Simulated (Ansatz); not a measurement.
Geometry optimisation, Ansatz 0.2.0, RKS PBE0-D4/def2-SVP.

input.yaml

```yaml
crystal:
  periodic: [false, false, false]
  atoms:
    - { symbol: Hf, position_ang: [-0.519651, -0.118371, -0.636333] }
    - { symbol: Cl, position_ang: [-0.277661, 1.522148, 2.688427] }
    - { symbol: Cl, position_ang: [1.267073, -1.154233, 0.445568] }
    - { symbol: Cl, position_ang: [-0.376449, 2.140156, -1.206822] }
    - { symbol: Cl, position_ang: [-1.219367, -1.392007, -2.449814] }
    - { symbol: Si, position_ang: [-2.610686, -0.350182, 0.957679] }
    - { symbol: H, position_ang: [-3.708308, -1.222102, 0.408903] }
    - { symbol: H, position_ang: [-2.205634, -0.965581, 2.28224] }
    - { symbol: H, position_ang: [-3.225864, 0.983553, 1.297863] }
    - { symbol: H, position_ang: [-1.147954, 0.556618, 2.990388] }
basis:
  gaussian: { orbitals: def2-SVP }
hamiltonian:
  xc: pbe0
  dispersion: d4
relax:
  f_tol: 0.03
  max_steps: 50
```

Launched with:

```bash
$ ansatz run input.yaml --threads 4 --pin off --max-ram 5120MiB --backend cpu --events-out ev --progress --plain --runs-dir out
```

Q: Where does it end, and by what steps?

A: The run converged. The force dipped under the threshold on the way, but the program's further checks kept it going. After 29 steps the energy has fallen by 0.198 eV; H9 moved furthest, 0.73 Å. Joined: Hf1–Cl2 (3.72 → 2.93 Å).

```json
{"step": "0", "energy less start (eV)": "0.0000", "largest force component (eV/Å)": "0.881", "accepted": "yes"}
{"step": "2", "energy less start (eV)": "-0.1234", "largest force component (eV/Å)": "0.463", "accepted": "yes"}
{"step": "4", "energy less start (eV)": "-0.1646", "largest force component (eV/Å)": "0.220", "accepted": "yes"}
{"step": "6", "energy less start (eV)": "-0.1727", "largest force component (eV/Å)": "0.186", "accepted": "yes"}
{"step": "8", "energy less start (eV)": "-0.1837", "largest force component (eV/Å)": "0.147", "accepted": "yes"}
{"step": "10", "energy less start (eV)": "-0.1889", "largest force component (eV/Å)": "0.028", "accepted": "yes"}
{"step": "12", "energy less start (eV)": "-0.1899", "largest force component (eV/Å)": "0.038", "accepted": "yes"}
{"step": "14", "energy less start (eV)": "-0.1907", "largest force component (eV/Å)": "0.035", "accepted": "yes"}
{"step": "16", "energy less start (eV)": "-0.1900", "largest force component (eV/Å)": "0.252", "accepted": "no"}
{"step": "18", "energy less start (eV)": "-0.1925", "largest force component (eV/Å)": "0.103", "accepted": "yes"}
{"step": "20", "energy less start (eV)": "-0.1932", "largest force component (eV/Å)": "0.065", "accepted": "yes"}
{"step": "22", "energy less start (eV)": "-0.1948", "largest force component (eV/Å)": "0.080", "accepted": "yes"}
{"step": "24", "energy less start (eV)": "-0.1956", "largest force component (eV/Å)": "0.139", "accepted": "no"}
{"step": "26", "energy less start (eV)": "-0.1964", "largest force component (eV/Å)": "0.120", "accepted": "no"}
{"step": "28", "energy less start (eV)": "-0.1963", "largest force component (eV/Å)": "0.052", "accepted": "no"}
{"step": "29", "energy less start (eV)": "-0.1976", "largest force component (eV/Å)": "0.011", "accepted": "yes"}
```

```xyz
10
Properties=species:S:1:pos:R:3
Hf -0.438 0.056 -0.382
Cl -0.054 1.269 2.255
Cl 1.272 -1.392 0.292
Cl -0.019 2.283 -0.997
Cl -1.334 -0.897 -2.299
Si -2.748 -0.424 1.035
H -3.450 -1.713 0.741
H -2.480 -0.441 2.533
H -3.733 0.695 0.853
H -1.039 0.563 2.747
```

Whether the end is a true minimum wasn't checked by a vibrational analysis.

Run time: 120 s on 4 threads of Arm Neoverse V1, on a shared host, peak memory 0.4 GiB.
